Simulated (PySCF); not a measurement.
# TeN from Hartree–Fock to correlated methods

State: ²Π (doublet), unpaired electrons π ↑. Set-up: Te x2c-SVPall, N x2c-SVPall; spin-free X2C with a Gaussian nucleus (PySCF 2.14). De refers to Te + N in their high-spin ground configurations, without counterpoise correction. The functionals are run spin-unrestricted. A positive dipole means Te(−)N(+). Levels whose curve was spin-contaminated or gave no clean fit are not listed.

```json
{"Level": "ROHF", "Re (Å)": "1.848", "ωe (cm⁻¹)": "887", "De (eV)": "-1.62", "μ (D)": "-2.52"}
{"Level": "ROHF-MP2", "Re (Å)": "1.874", "ωe (cm⁻¹)": "731", "De (eV)": "1.90", "μ (D)": "n/a"}
{"Level": "ROHF-SCS-MP2", "Re (Å)": "1.882", "ωe (cm⁻¹)": "724", "De (eV)": "1.81", "μ (D)": "n/a"}
{"Level": "ROHF-CCSD", "Re (Å)": "1.890", "ωe (cm⁻¹)": "770", "De (eV)": "1.56", "μ (D)": "n/a"}
{"Level": "ROHF-CCSD(T)", "Re (Å)": "1.906", "ωe (cm⁻¹)": "727", "De (eV)": "1.96", "μ (D)": "n/a"}
{"Level": "PBE", "Re (Å)": "1.884", "ωe (cm⁻¹)": "801", "De (eV)": "3.40", "μ (D)": "-2.62"}
{"Level": "PW91", "Re (Å)": "1.883", "ωe (cm⁻¹)": "801", "De (eV)": "3.42", "μ (D)": "-2.61"}
```

(1) What does second-order correlation do here, going from ROHF to ROHF-MP2?

(2) What does the triples do here, going from ROHF-CCSD to ROHF-CCSD(T)?

(3) What does all correlation do here, going from ROHF to ROHF-CCSD(T)?

Correlated steps freeze 19 core orbitals. Correlated levels converge slowly with the basis: in double zeta they bind strong bonds too weakly, by up to about 1 eV, and carry superposition errors of some tenths. Spin–orbit coupling is left out, which matters for elements this heavy, above all for dissociation energies. The CCSD T1 diagnostic is raised, a sign that a single reference may not be enough here. UHF is strongly spin-contaminated for TeN, so the ROHF reference used there is far from stable. A negative De means that the minimum lies above the separated atoms at that level. The state was picked by a PBE0 search and need not be the measured ground state.

Results:

(1) ROHF-MP2 less ROHF: +2.6 pm in Re, -17.6 % in ωe, +3.52 eV in De. Correlation nearly always deepens the well. The bond lengthens, as in strong covalent bonds, where excitations into antibonding orbitals dominate.

(2) ROHF-CCSD(T) less ROHF-CCSD: +1.6 pm in Re, -5.6 % in ωe, +0.40 eV in De. Correlation nearly always deepens the well. The bond lengthens, as in strong covalent bonds, where excitations into antibonding orbitals dominate.

(3) ROHF-CCSD(T) less ROHF: +5.8 pm in Re, -18.0 % in ωe, +3.58 eV in De. Correlation nearly always deepens the well. The bond lengthens, as in strong covalent bonds, where excitations into antibonding orbitals dominate.
